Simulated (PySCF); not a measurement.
(E)-1,1-difluorobut-2-ene (C₄H₆F₂), SMILES FC(F)/C=C/C.

Geometry optimised at B3LYP-D3(BJ)/def2-SVP. One conformer was computed; it need not be the lowest.

Calculation: B3LYP-D3(BJ)/def2-SVP in PySCF 2.14.0.

Harmonic, unscaled wavenumbers; measured fundamentals usually lie a few per cent lower.

Computed harmonic wavenumbers and intensities:
| mode | ν (cm⁻¹) | IR (km/mol) | moving atoms (share of kinetic energy) |
|---|---|---|---|
| 1 | 89 | 0.5 | H 43 %, C 29 %, F 28 % |
| 2 | 176 | 0.4 | C 39 %, H 33 %, F 28 % |
| 3 | 201 | 1.2 | C 48 %, F 31 %, H 21 % |
| 4 | 207 | 1.0 | H 74 %, C 23 % |
| 5 | 372 | 3.1 | C 52 %, F 28 %, H 20 % |
| 6 | 440 | 2.6 | F 45 %, C 37 %, H 17 % |
| 7 | 547 | 3.5 | F 71 %, C 22 % |
| 8 | 688 | 13.4 | C 50 %, H 36 %, F 14 % |
| 9 | 821 | 6.6 | C 43 %, H 42 %, F 14 % |
| 10 | 916 | 33.9 | H 49 %, C 49 % |
| 11 | 999 | 36.0 | H 93 % |
| 12 | 1005 | 14.4 | H 47 %, C 43 %, F 10 % |
| 13 | 1062 | 3.0 | H 60 %, C 39 % |
| 14 | 1090 | 127.1 | C 62 %, F 23 %, H 15 % |
| 15 | 1140 | 48.9 | C 62 %, H 29 %, F 9 % |
| 16 | 1181 | 88.0 | C 49 %, H 31 %, F 20 % |
| 17 | 1292 | 1.1 | H 72 %, C 27 % |
| 18 | 1316 | 3.0 | H 79 %, C 21 % |
| 19 | 1385 | 60.5 | H 76 %, C 22 % |
| 20 | 1394 | 9.6 | H 73 %, C 26 % |
| 21 | 1408 | 64.1 | H 66 %, C 33 % |
| 22 | 1451 | 7.6 | H 96 % |
| 23 | 1459 | 17.5 | H 94 % |
| 24 | 1763 | 28.3 | C 92 %, H 8 % |
| 25 | 3020 | 17.2 | H 97 % |
| 26 | 3034 | 57.8 | H 92 % |
| 27 | 3083 | 11.6 | H 91 %, C 9 % |
| 28 | 3121 | 11.2 | H 91 %, C 9 % |
| 29 | 3160 | 0.1 | H 91 %, C 9 % |
| 30 | 3164 | 10.4 | H 92 % |
